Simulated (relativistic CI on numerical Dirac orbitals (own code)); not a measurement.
Spin-allowed bands of a d3 ion in an octahedral site, by hand

Problem. A d3 ion in an octahedral site has a 4A2 ground term and spin-allowed bands at ν1 = 27250 and ν2 = 31809 cm⁻¹ (from a computed ligand-field model). Find Δ and the Racah parameter B, and predict the third band.

Working.
1. The F term splits into A2 (−1.2Δ), T2 (−0.2Δ) and T1 (+0.6Δ), so ν1 = E(T2) − E(A2) = Δ = 27250 cm⁻¹.
2. T1(F) mixes with T1(P), which lies at 15B, through an element 0.4Δ. The two roots, counted from A2, are ν2,3 = ½(15B + 3Δ) ∓ ½√[(15B − Δ)² + 12BΔ].
3. Solving the lower root for B gives B = (2ν1² + ν2² − 3ν1ν2)/(15ν2 − 27ν1) = -103448269/-258615 = 400 cm⁻¹.
4. The sum of the roots is 15B + 3Δ, so ν3 = 15B + 3ν1 − ν2 = 55941 cm⁻¹ (179 nm).

Check. The bands were computed by exact diagonalisation of the d3 shell with B = 400 and Δ = 27250 cm⁻¹, which gives ν3 = 55941 cm⁻¹. C does not enter the terms of highest spin.
